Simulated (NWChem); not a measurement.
System: SiH$_{4}$S$_{3}$; SMILES S[SiH](S)S

NWChem input:

```
start job
memory heap 200 mb stack 900 mb global 1100 mb
geometry units angstroms noautosym nocenter noautoz
  Si     0.000000     0.000000    -0.225717
  S     -1.991210     0.200556     0.527774
  S      1.169291     1.624161     0.527774
  S      0.821919    -1.824716     0.527774
  H      0.000000     0.000000    -1.717427
  H     -2.298565     1.250324    -0.269464
  H      2.232095     1.365454    -0.269464
  H      0.066470    -2.615778    -0.269464
end
basis spherical
  * library def2-svp
end
dft
  xc xpbe96 cpbe96
  iterations 150
  vectors input atomic output neutral.movecs
end
task dft energy
charge 1
dft
  odft
  mult 2
  vectors input atomic output cation.movecs
end
task dft energy
```

Output (shortened):

```
             Northwest Computational Chemistry Package (NWChem) 7.3.0
             --------------------------------------------------------

                             Geometry "geometry" -> ""
                             -------------------------

 Output coordinates in angstroms (scale by  1.889725989 to convert to a.u.)

  No.       Tag          Charge          X              Y              Z
 ---- ---------------- ---------- -------------- -------------- --------------
    1 Si                  14.0000     0.00000000     0.00000000    -0.22571700
    2 S                   16.0000    -1.99121000     0.20055600     0.52777400
    3 S                   16.0000     1.16929100     1.62416100     0.52777400
    4 S                   16.0000     0.82191900    -1.82471600     0.52777400
    5 H                    1.0000     0.00000000     0.00000000    -1.71742700
    6 H                    1.0000    -2.29856500     1.25032400    -0.26946400
    7 H                    1.0000     2.23209500     1.36545400    -0.26946400
    8 H                    1.0000     0.06647000    -2.61577800    -0.26946400

 Effective nuclear repulsion energy (a.u.)     337.8930849082

  pbe96 is a nonlocal functional; adding pw91lda local functional.

                                 NWChem DFT Module
                                 -----------------

 Summary of "ao basis" -> "ao basis" (spherical)
 ------------------------------------------------------------------------------
       Tag                 Description            Shells   Functions and Types
 ---------------- ------------------------------  ------  ---------------------
 Si                         def2-svp                 8       18   4s3p1d
 S                          def2-svp                 8       18   4s3p1d
 H                          def2-svp                 3        5   2s1p

            General Information
            -------------------
          SCF calculation type: DFT
          Wavefunction type:  closed shell.
          No. of atoms     :     8
          No. of electrons :    66
           Alpha electrons :    33
            Beta electrons :    33
          Charge           :     0
          Spin multiplicity:     1
          Use of symmetry is: off; symmetry adaption is: off
          Maximum number of iterations: 150
          AO basis - number of functions:    92
                     number of shells:    44
          Convergence on energy requested:  1.00D-06
          Convergence on density requested:  1.00D-05
          Convergence on gradient requested:  5.00D-04

              XC Information
              --------------
          PerdewBurkeErnzerhof Exchange Functional  1.000
            Perdew 1991 LDA Correlation Functional  1.000 local
           PerdewBurkeErnz. Correlation Functional  1.000 non-local

             Grid Information
             ----------------
          Grid used for XC integration:  medium
          Radial quadrature: Mura-Knowles
          Angular quadrature: Lebedev.
          Tag              B.-S. Rad. Rad. Pts. Rad. Cut. Ang. Pts.
          ---              ---------- --------- --------- ---------
          Si                  1.10       88           8.0       590
          S                   1.00       88          11.0       590
          H                   0.35       45          11.0       434
          Grid pruning is: on
          Number of quadrature shells:   532
          Spatial weights used:  Erf1

      Superposition of Atomic Density Guess
      -------------------------------------

 Sum of atomic energies:       -1482.77761571

      Non-variational initial energy
      ------------------------------

 Total energy =   -1483.962660
 1-e energy   =   -2724.693374
 2-e energy   =     902.837629
 HOMO         =      -0.299887
 LUMO         =       0.081603

   convergence    iter        energy       DeltaE   RMS-Dens  Diis-err
 ---------------- ----- ----------------- --------- --------- ---------
 d= 0,ls=0.0,diis     1  -1485.3455741431 -1.82D+03  1.68D-02  6.47D-01
 d= 0,ls=0.0,diis     2  -1485.2878778172  5.77D-02  1.34D-02  7.77D-01
 d= 0,ls=0.0,diis     3  -1485.4031056083 -1.15D-01  4.18D-03  1.04D-01
 d= 0,ls=0.0,diis     4  -1485.4204662189 -1.74D-02  8.35D-04  4.82D-03
 d= 0,ls=0.0,diis     5  -1485.4212814670 -8.15D-04  2.67D-04  3.18D-04
  Resetting Diis
 d= 0,ls=0.0,diis     6  -1485.4213318857 -5.04D-05  6.10D-05  2.40D-05
 d= 0,ls=0.0,diis     7  -1485.4213358117 -3.93D-06  1.20D-05  1.66D-07
 d= 0,ls=0.0,diis     8  -1485.4213357855  2.62D-08  7.84D-06  3.31D-07

         Total DFT energy =    -1485.421335785500
      One electron energy =    -2726.918574521407
           Coulomb energy =     1002.405270336771
    Exchange-Corr. energy =      -98.801116509101
 Nuclear repulsion energy =      337.893084908237

 Numeric. integr. density =       65.999984873263

                       DFT Final Molecular Orbital Analysis
                       ------------------------------------

 Vector   31  Occ=2.000000D+00  E=-2.365716D-01
              MO Center=  5.4D-01, -6.4D-01,  4.7D-01, r^2= 4.5D+00
   Bfn.  Coefficient  Atom+Function         Bfn.  Coefficient  Atom+Function
  ----- ------------  ---------------      ----- ------------  ---------------
    65      0.382305  4 S  px                67     -0.328580  4 S  pz
    49      0.277740  3 S  pz                62      0.258959  4 S  px
    64     -0.237281  4 S  pz                29      0.190496  2 S  px
    46      0.185943  3 S  pz                59      0.149140  4 S  px
    26      0.139711  2 S  px                47      0.135454  3 S  px

[...]
```

Level: PBE/def2-SVP, vertical spin-unrestricted ions. Geometry: optimised at PBE0/def2-SVP.
